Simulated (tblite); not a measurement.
Compound: C3H8ClFSi2.
Atom-mapped SMILES: `[CH3:1][Si@H:2]([Cl:3])/[C:4]([F:5])=[CH:6]\[SiH3:7]` (hydrogens: H8, H9, H10 on C1; H11 on Si2; H12 on C6; H13, H14, H15 on Si7)

Computed geometry: GFN2-xTB, gas phase.

(1) What internal coordinates does the optimisation give?

Answers

(1) 
```
                     bond  length (Å)   order
                   C1–Si2       1.899  single
                  Si2–Cl3       2.025  single
                   Si2–C4       1.902  single
                    C4–F5       1.373  single
                    C4=C6       1.326  double
                   C6–Si7       1.879  single
     C1–H8, C1–H9, C1–H10       1.086  single
                  Si2–H11       1.462  single
                   C6–H12       1.085  single
Si7–H13, Si7–H14, Si7–H15       1.464  single
```

Bonds in one row agree within 0.01 Å and their mean is given. Orders are formal, as drawn. A selection of angles:
```
      angle  degrees
  Si2–C1–H8    111.4
   H8–C1–H9    107.6
 C1–Si2–Cl3    110.3
  C1–Si2–C4    110.0
 C1–Si2–H11    112.5
 Cl3–Si2–C4    108.8
Cl3–Si2–H11    108.5
 C4–Si2–H11    106.7
  Si2–C4–F5    110.7
  Si2–C4–C6    132.0
   F5–C4–C6    117.3
  C4–C6–Si7    127.1
  C4–C6–H12    116.6
 Si7–C6–H12    116.3
 C6–Si7–H13    106.7
 C6–Si7–H14    108.8
 C6–Si7–H15    111.4
H13–Si7–H14    110.0
H14–Si7–H15    110.8
```

Torsions: C1–Si2–C4–F5 -104° (anticlinal); Si2–C4–C6–Si7 1° (synperiplanar).

Si2 (chlorine-bound silicon) is tetrahedral (angles from 106.7° to 112.5°). The C–Si distances run from 1.879 Å (C6–Si7, drawn single) to 1.902 Å (Si2–C4, drawn single), a spread of 0.023 Å. Of the pairs four or more bonds apart, Cl3···Si7 is among the closest relative to their van der Waals radii: 3.67 Å, 95 % of the sum of Bondi's values. Si7 (SiH3 silicon) is tetrahedral (angles from 106.7° to 111.4°).

Point group: C1 (no symmetry element, even within 0.4 Å). Its GFN2-xTB frequencies are all real (lowest 18 cm⁻¹). The numbers are those of one conformer. 3 starts were optimised and ended at 0.00, 0.25 and 1.34 kcal/mol (GFN2-xTB); the lowest of these is shown.
